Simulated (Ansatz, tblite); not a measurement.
Removing and adding an electron: Si₂₁H₂₈, a nanocrystal cut from hexagonal silicon. Charge 0, multiplicity 1. Geometry: PBE-D4/def2-SVP. Ansatz, gas phase; energy differences of separate SCF runs; the oxidised species was run as a doublet alone; the reduced species was run as a doublet alone.

```xyz
49

Si   -0.8581    3.6768   -2.6840
Si   -0.0497    1.4784   -3.0258
Si    3.5845    1.5970   -0.5190
Si    4.4199   -0.5884   -0.8899
Si    0.6365    3.6908    0.8470
Si   -1.3252    4.0377   -0.4040
Si    1.4558    1.5063    0.4708
Si    0.0370    0.3267   -0.9820
Si    2.8393   -2.1802   -0.1768
Si    0.8482   -1.8578   -1.3833
Si   -2.9248    2.4675    0.3096
Si   -2.1276    0.2759   -0.0724
Si   -3.5213   -0.8413   -1.5984
Si   -0.7785   -3.4220   -0.7269
Si   -2.7361   -3.0438   -1.9780
Si    1.5594    0.3181    2.4936
Si    2.3674   -1.8749    2.1090
Si   -0.6095    0.2680    3.4080
Si   -2.0290   -0.9149    1.9491
Si    0.7684   -3.4674    2.7808
Si   -1.2150   -3.1056    1.5645
H     0.1714    4.6769   -3.1486
H    -2.1145    3.8892   -3.4918
H     1.3310    1.5209   -3.6322
H    -0.9534    0.7349   -3.9778
H     3.4873    2.3398   -1.8289
H     4.5241    2.3623    0.3797
H     4.7044   -0.7831   -2.3588
H     5.7125   -0.7730   -0.1337
H     1.6924    4.6914    0.4449
H     0.3494    3.8825    2.3162
H    -1.8395    5.4434   -0.1956
H     3.3492   -3.5851   -0.3998
H     1.1208   -1.9959   -2.8641
H    -4.2170    2.6628   -0.4453
H    -3.2112    2.6575    1.7792
H    -3.5455   -0.0729   -2.8968
H    -4.9289   -0.8819   -1.0570
H    -0.2581   -4.8232   -0.9489
H    -2.4411   -3.2340   -3.4454
H    -3.8001   -4.0374   -1.5811
H     2.4982    1.0266    3.4425
H     3.6402   -2.0587    2.9024
H    -1.1184    1.6809    3.5621
H    -0.5928   -0.3814    4.7698
H    -3.4148   -1.0046    2.5452
H     1.2878   -4.8578    2.5084
H     0.4984   -3.3369    4.2602
H    -2.2738   -4.0903    2.0037
```

The xTB rows come from tblite. Single mean-field runs in def2-SVP are fitted with def2-universal-jkfit. HOMO above LUMO, or a gap near zero within one spin, warns that the state may not be the lowest or that an electron is smeared out.

**Question.** Estimate orbital energies and vertical ionisation energies and electron affinities at: GFN1-xTB; GFN2-xTB; PBE-D4/def2-SVP; r2SCANh-D4/def2-SVP; PBE0-D4/def2-SVP.

**Answer.** 
```tsv
level	−HOMO (eV)	vertical IE (eV)	−LUMO (eV)	vertical EA (eV)	HOMO–LUMO gap (eV)	IE − EA (eV)	remarks
GFN1-xTB	11.12	12.34	8.69	7.31	2.43	5.03	–
GFN2-xTB	8.79	10.13	6.03	4.61	2.76	5.52	–
PBE-D4/def2-SVP	6.05	7.61	2.23	0.92	3.82	6.69	HOMO above zero (-1 doublet), gap within one spin near zero (+1 doublet)
r2SCANh-D4/def2-SVP	6.65	7.95	1.91	0.74	4.74	7.21	HOMO above zero (-1 doublet)
PBE0-D4/def2-SVP	7.01	8.08	1.60	0.74	5.41	7.34	HOMO above zero (-1 doublet)
```

Relaxing the oxidised species (PBE-D4/def2-SVP) changes its energy by -0.18 eV at PBE-D4/def2-SVP, so the adiabatic ionisation energy to this nearest minimum is 7.42 eV. At PBE0-D4/def2-SVP it is 7.81 eV.     A HOMO above zero means that the electron is unbound at that level or that self-interaction error raises the level; the energy of removing that electron tells which. Raw xTB energy differences between charge states are shifted by several eV; the methods need an empirical correction for them. Sets without diffuse functions give affinities that are too small.
